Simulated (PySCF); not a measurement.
```xyz
4
charge 0 multiplicity 2, angstrom
Se    0.0000   -0.2614   -0.2869
Cl    0.0000    0.0141    1.8288
Cl    2.1956    0.2902   -0.5868
Cl   -2.1956    0.2902   -0.5868
```

Computed with PySCF, UPBE0, basis Se def2-TZVP, Cl def2-TZVP (no relativity, density fitting).

This geometry of SeCl3 is a stationary point at this level.

**Question.** What is the point group?

**Answer.** Cs.

**Question.** Is it a minimum?

**Answer.** Yes: all harmonic wavenumbers are real.

**Question.** Which band is strongest in the infrared?

**Answer.** 290 cm⁻¹ (a''), 213 km/mol.

**Question.** What are the dipole moment and the gap between the highest occupied and lowest empty levels of either spin?

**Answer.** 0.88 D and 2.76 eV.

**Question.** What is the atomisation energy, with and without zero-point energy?

**Answer.** 655 kJ/mol without, 647 kJ/mol with.

Only a few start shapes were tried, so a lower isomer may exist.
